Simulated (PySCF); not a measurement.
**Removal energies of Si(2+) from EOM-IP-GCCSD**

Reference: closed-shell Si(2+), [Ne] 3s2; one electron is removed. Calculated with PySCF 2.14, two-component X2C-1e with screened spin-orbit coupling, an uncontracted even-tempered set (21 s from 0.0095 bohr⁻², ratio 2.6; 15 p from 0.012 bohr⁻², ratio 2.6; 9 d from 0.013 bohr⁻², ratio 2.8; 5 f from 0.71 bohr⁻², ratio 2.8); frozen 1s2; the 50 highest virtual spinors dropped; of the others 74 kept and the rest restored at second order. No Breit or QED terms. Binding energies in eV.

| level | Koopmans | second order | EOM-CCSD |
| --- | --- | --- | --- |
| 3s1/2 | 32.229 | 33.258 | 33.535 |

For comparison, the ionisation energy of Si(2+) is 33.493 eV (measured; NIST Atomic Spectra Database, ionization energies).

The screened spin-orbit operator tends to give fine-structure splittings of light species too large.
